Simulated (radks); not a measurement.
Initial-state core-level shifts of the iodine ion I+ when its valence configuration changes from [Kr] 4d10 5s2 5p4. Method: scalar-relativistic Kohn-Sham, PBEsol, spin-unpolarised, spherical densities, finite nucleus; Fermi nuclear charge, rms radius 4.75 fm; computed with a radial shooting solver on a logarithmic mesh with Libxc functionals. Shifts are changes of the shell-averaged eigenvalues in eV (positive: less bound); the change of the density at the nucleus, which sets a Mossbauer isomer shift, is in e/bohr^3, on a base of 2.566e+05.

valence                3s       3d       4s       4p  density at nucleus
4d10 5s1 5p5       -1.425   -1.423   -1.396   -1.384              -75.20
4d9 5s1 5p6       -10.964  -11.077   -9.253   -8.891              -55.04
4d8 5s2 5p6       -19.395  -19.641  -15.833  -15.126              +55.83
4d9 5s2 5p5        -9.603   -9.718   -7.930   -7.583              +27.41
4d10 5p6           -2.810   -2.805   -2.753   -2.727             -153.33
4d9.5 5s1 5p5.5    -6.170   -6.223   -5.327   -5.141              -65.26
4d10 5s1.5 5p4.5   -0.718   -0.717   -0.703   -0.697              -37.23
4d9.5 5s2 5p4.5    -4.778   -4.833   -3.968   -3.797              +13.58
4d8.5 5s2 5p5.5   -14.475  -14.654  -11.884  -11.359              +41.49
